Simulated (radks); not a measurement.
Coulomb parameter of the 3d shell of neutral cobalt in the model configuration [Ar] 3d7.5 4s1.5, as a second difference U = [E(n + 0.25) + E(n - 0.25) - 2 E(n)] / (0.25)^2 with all orbitals relaxed. "Bare": the charge of the atom changes with n. "Screened": the 4s shell takes up the change at fixed total charge, which measures U(3d,3d) + U(4s,4s) - 2 U(3d,4s). All-electron calculation, scalar-relativistic Kohn-Sham, r2SCAN, spin-unpolarised, spherical densities, finite nucleus; meta-GGA in the generalised Kohn-Sham scheme; Fermi nuclear charge, rms radius 3.7875 fm. Program: a radial shooting solver on a logarithmic mesh with Libxc functionals.

start: configuration [Ar] 3d7.5 4s1.5; E - E(n) (eV) 0.000
bare +0.25: configuration [Ar] 3d7.75 4s1.5; E - E(n) (eV) -1.177
bare -0.25: configuration [Ar] 3d7.25 4s1.5; E - E(n) (eV) 1.907
screened +0.25: configuration [Ar] 3d7.75 4s1.25; E - E(n) (eV) -0.196
screened -0.25: configuration [Ar] 3d7.25 4s1.75; E - E(n) (eV) 0.365

U(bare) = 11.687 eV, U(screened by 4s) = 2.710 eV, against the Slater integral F0(3d,3d) = 23.200 eV with frozen orbitals. The step up makes a negative ion, whose loosely bound charge lowers the bare value.
